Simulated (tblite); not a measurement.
C₆H₁₁FO (charge +1 and doublet state).
SMILES with atom numbers: `[CH3:1][CH2:2][C@:3]([CH3:4])([F:5])[C:6]([CH3:7])=[O+:8]` (hydrogens: H9, H10, H11 on C1; H12, H13 on C2; H14, H15, H16 on C4; H17, H18, H19 on C7)
Bond orders are those of one Lewis drawing.

Computed with GFN2-xTB (tblite), gas phase: L-BFGS steps from a force-field or distance-geometry start until the largest atomic force falls under 0.01 eV/Å.

Step 53: E = -727.8248 eV
```
atom  x, y, z in Å  |  force x, y, z in eV/Å
C1     -1.9599    1.2370   -0.3304    0.042   0.077   0.039
C2     -0.5670    0.7335   -0.7081    0.005  -0.033  -0.020
C3     -0.0192   -0.1199    0.4427    0.068  -0.022  -0.018
C4     -0.8666   -1.2571    0.9453    0.003  -0.006   0.020
F5      0.3896    0.6720    1.4567    0.010  -0.020   0.006
C6      1.3115   -0.7981   -0.2585    0.083   0.198   0.012
C7      2.5758   -0.1390    0.1362   -0.062  -0.051  -0.006
O8      1.1086   -1.6653   -1.0233    0.054  -0.122  -0.024
H9     -1.9486    1.7880    0.6064   -0.062  -0.018   0.053
H10    -2.2571    1.9354   -1.1121   -0.055   0.010  -0.034
H11    -2.6690    0.4173   -0.2777   -0.044   0.037   0.034
H12    -0.6152    0.1345   -1.6162   -0.010  -0.003  -0.047
H13     0.0796    1.5982   -0.8746    0.042  -0.082   0.010
H14    -1.6483   -0.8655    1.5969   -0.059   0.110  -0.003
H15    -1.2982   -1.8047    0.1120    0.013  -0.032  -0.031
H16    -0.3158   -1.9600    1.5716    0.139   0.017  -0.025
H17     2.5707    0.9001   -0.2071   -0.032  -0.063   0.069
H18     2.7252   -0.1174    1.2192   -0.109  -0.020  -0.087
H19     3.3940   -0.6796   -0.3465   -0.026   0.024   0.050
```

Step 54: E = -727.8300 eV
```
atom  x, y, z in Å  |  force x, y, z in eV/Å
C1     -1.9661    1.2386   -0.3254   -0.023   0.070  -0.031
C2     -0.5747    0.7358   -0.7128    0.013  -0.030   0.042
C3     -0.0160   -0.1193    0.4338    0.033  -0.024  -0.006
C4     -0.8587   -1.2569    0.9463   -0.019  -0.009   0.007
F5      0.3920    0.6748    1.4475    0.019  -0.013  -0.014
C6      1.3116   -0.7915   -0.2711    0.041  -0.010  -0.038
C7      2.5768   -0.1503    0.1444   -0.018   0.009  -0.037
O8      1.1128   -1.6540   -1.0460    0.056   0.046   0.087
H9     -1.9514    1.8055    0.6043   -0.046  -0.049  -0.028
H10    -2.2772    1.9188   -1.1226   -0.014  -0.028   0.071
H11    -2.6727    0.4155   -0.2537    0.002   0.075   0.034
H12    -0.6207    0.1438   -1.6264   -0.027   0.000  -0.007
H13     0.0714    1.6018   -0.8702    0.047  -0.050  -0.027
H14    -1.6494   -0.8534    1.5846    0.018   0.033  -0.038
H15    -1.2805   -1.8150    0.1137    0.010  -0.024   0.009
H16    -0.3061   -1.9512    1.5843    0.084   0.080  -0.055
H17     2.5844    0.8909   -0.1923   -0.028  -0.049   0.053
H18     2.7190   -0.1309    1.2277   -0.129  -0.043  -0.067
H19     3.3955   -0.6938   -0.3335   -0.019   0.016   0.045
```

Step 55: E = -727.8327 eV
```
atom  x, y, z in Å  |  force x, y, z in eV/Å
C1     -1.9694    1.2413   -0.3228   -0.043  -0.028  -0.013
C2     -0.5796    0.7365   -0.7155    0.028  -0.024   0.064
C3     -0.0141   -0.1188    0.4278    0.018  -0.010   0.001
C4     -0.8533   -1.2556    0.9454    0.000  -0.030  -0.032
F5      0.3944    0.6755    1.4418    0.024   0.002  -0.023
C6      1.3136   -0.7898   -0.2773   -0.021  -0.108  -0.051
C7      2.5758   -0.1576    0.1491    0.029   0.036  -0.040
O8      1.1174   -1.6508   -1.0553    0.038   0.091   0.104
H9     -1.9547    1.8156    0.6020   -0.020  -0.047  -0.024
H10    -2.2890    1.9100   -1.1233   -0.015   0.027   0.023
H11    -2.6750    0.4171   -0.2402    0.022   0.081   0.034
H12    -0.6245    0.1476   -1.6319   -0.040   0.010   0.024
H13     0.0663    1.6026   -0.8687    0.052  -0.027  -0.053
H14    -1.6479   -0.8476    1.5757    0.016   0.014  -0.022
H15    -1.2692   -1.8181    0.1123    0.007  -0.035   0.036
H16    -0.2974   -1.9425    1.5898    0.049   0.088  -0.067
H17     2.5862    0.8831   -0.1839   -0.013   0.012   0.034
H18     2.7137   -0.1394    1.2316   -0.134  -0.048  -0.018
H19     3.3967   -0.6998   -0.3241    0.003  -0.005   0.022
```

Step 56: E = -727.8351 eV
```
atom  x, y, z in Å  |  force x, y, z in eV/Å
C1     -1.9742    1.2423   -0.3191   -0.018  -0.004  -0.042
C2     -0.5848    0.7373   -0.7173    0.025   0.002   0.048
C3     -0.0114   -0.1174    0.4211   -0.009   0.001   0.011
C4     -0.8466   -1.2550    0.9428   -0.010   0.005  -0.017
F5      0.3978    0.6765    1.4352    0.028   0.018  -0.023
C6      1.3152   -0.7884   -0.2833   -0.017  -0.093   0.000
C7      2.5764   -0.1648    0.1541    0.041   0.043  -0.021
O8      1.1201   -1.6460   -1.0639    0.014   0.029   0.030
H9     -1.9568    1.8258    0.5995   -0.008  -0.044  -0.020
H10    -2.3034    1.9001   -1.1251    0.006   0.035   0.031
H11    -2.6771    0.4193   -0.2248   -0.004   0.027   0.041
H12    -0.6323    0.1533   -1.6375   -0.037   0.005   0.052
H13     0.0602    1.6042   -0.8689    0.050  -0.010  -0.069
H14    -1.6469   -0.8411    1.5634    0.040  -0.019  -0.015
H15    -1.2573   -1.8227    0.1117    0.003  -0.064   0.028
H16    -0.2862   -1.9304    1.5949    0.019   0.073  -0.064
H17     2.5902    0.8758   -0.1757    0.004   0.051   0.033
H18     2.7065   -0.1526    1.2370   -0.137  -0.032   0.006
H19     3.4007   -0.7069   -0.3117    0.011  -0.022  -0.009
```

Question: Estimate the geometry and energy of step 57. (The exact step hangs on the optimiser's Hessian estimate; all steps are aligned on step 56, rigid shifts and turns removed.)

Answer: E = -727.8373 eV, largest force 0.128 eV/Å
```
atom  x, y, z in Å  |  force x, y, z in eV/Å
C1     -1.9784    1.2437   -0.3171   -0.002  -0.034  -0.002
C2     -0.5887    0.7386   -0.7182    0.014   0.027   0.012
C3     -0.0098   -0.1149    0.4159   -0.012   0.019   0.002
C4     -0.8411   -1.2533    0.9392    0.010   0.005  -0.027
F5      0.4020    0.6781    1.4296    0.024   0.029  -0.015
C6      1.3175   -0.7891   -0.2872   -0.029  -0.062   0.006
C7      2.5776   -0.1711    0.1586    0.024   0.020  -0.004
O8      1.1210   -1.6423   -1.0710    0.006  -0.015  -0.013
H9     -1.9587    1.8343    0.5962    0.003  -0.033   0.000
H10    -2.3167    1.8928   -1.1243    0.010   0.061  -0.013
H11    -2.6788    0.4204   -0.2098   -0.001   0.011   0.032
H12    -0.6400    0.1568   -1.6397   -0.030  -0.005   0.060
H13     0.0553    1.6061   -0.8728    0.041  -0.006  -0.069
H14    -1.6453   -0.8381    1.5523    0.018  -0.023   0.012
H15    -1.2461   -1.8271    0.1094    0.009  -0.072   0.039
H16    -0.2748   -1.9162    1.5978   -0.004   0.035  -0.052
H17     2.5923    0.8692   -0.1681    0.022   0.088   0.032
H18     2.6974   -0.1659    1.2418   -0.122  -0.010   0.036
H19     3.4054   -0.7126   -0.2999    0.017  -0.034  -0.036
```

The energy changes by -0.0022 eV. The first-order estimate −F·Δx gives -0.0031 eV and the mean of the old and new forces, exact on a quadratic surface, -0.0022 eV. The step makes an angle of 77° with the force vector and moves no atom by more than 0.018 Å.

The cost below is that of the whole relaxation. The run took 2.4 s of wall time on one thread, AMD EPYC (x86_64) (shared host).
